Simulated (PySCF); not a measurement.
## Excitation energy of Cd by level of theory

Cd [Kr] 4d10 5s2 (1S) → Cd [Kr] 4d10 5s1 5p1 (3P), as a difference of total energies. All numbers are calculated (PySCF 2.14, scalar relativity through the core potential, in def2-TZVPPD with the def2 core potential (28 electrons) (6s4p3d2f1g, 56 functions)). Correlated levels: valence: 4s2 4p6 frozen; valence and next inner shell: nothing frozen outside the core potential. The calculations carry no spin-orbit coupling.

**Question.** Order these methods by the excitation energy they give, lowest first.
A. SCS-MP2 (valence)
B. PBE0
C. LDA
D. MP2 (valence and next inner shell)

**Answer.** B (3.786 eV), A (3.874 eV), D (3.918 eV), C (4.354 eV).

Errors of the correlated levels include the incompleteness of this basis and the frozen core.

For comparison: 3.874 eV (measured; NIST levels, between the centres of gravity of the two terms).
